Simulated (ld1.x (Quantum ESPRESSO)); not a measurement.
# How hard is this chromium TM potential?

* Element: Cr
* Generator: ld1.x (Quantum ESPRESSO) 7.5
* Type: norm-conserving Troullier–Martins (Kleinman–Bylander form)
* Functional: PBEsol
* Relativity: scalar-relativistic
* Frozen core: [Ne]
* Valence charge: 14
* Reference configuration: 3s2 3p6 3d5 4s1 4p0
* Partial waves: 3s (bound): rc 1.50 bohr; 3d (bound): rc 1.05 bohr; 3p (bound): rc 0.90 bohr
* Local potential: the p channel
* Core correction: none

Occupied shells without a wave of their own: 4s. They enter only through the test configuration that unscreens the potential.

The pseudo-atom Hamiltonian at the reference potential is diagonalised in spherical Bessel functions j_l(qr) that vanish at 20 bohr, with q² up to the cutoff. All-electron valence levels (Ry): 3s -5.4221, 4s -0.2951, 3d -0.2152, 3p -3.3322, 4p -0.0701.

Task: How do the lowest levels (Ry) of each channel move with the cutoff, and are there ghosts?

Result:

```csv
cutoff (Ry),s #1,s #2,s #3,d #1,p #1,p #2,p #3,f #1,Σ f·Δε (mRy)
8,-5.1370,-0.2661,0.0107,0.0517,-1.4731,-0.0192,0.0731,0.1065,13107.2
21,-5.3983,-0.3131,0.0052,0.0503,-2.9564,-0.0577,0.0537,0.1065,3631.2
45,-5.4207,-0.3135,0.0051,0.0453,-3.3183,-0.0699,0.0497,0.1065,1389.4
90,-5.4220,-0.3137,0.0051,-0.1097,-3.3277,-0.0702,0.0497,0.1065,555.5
160,-5.4221,-0.3137,0.0051,-0.2142,-3.3320,-0.0703,0.0496,0.1065,6.9
300,-5.4221,-0.3137,0.0051,-0.2152,-3.3323,-0.0703,0.0496,0.1065,0.1
400,-5.4221,-0.3137,0.0051,-0.2152,-3.3323,-0.0703,0.0496,0.1065,0.0
```

Result: no extra level below or beside the all-electron valence levels (s, d, p, f tested); 10 mRy is reached at 160 Ry and 1 mRy at 230 Ry.

Its largest configuration-test error is -1109 meV.
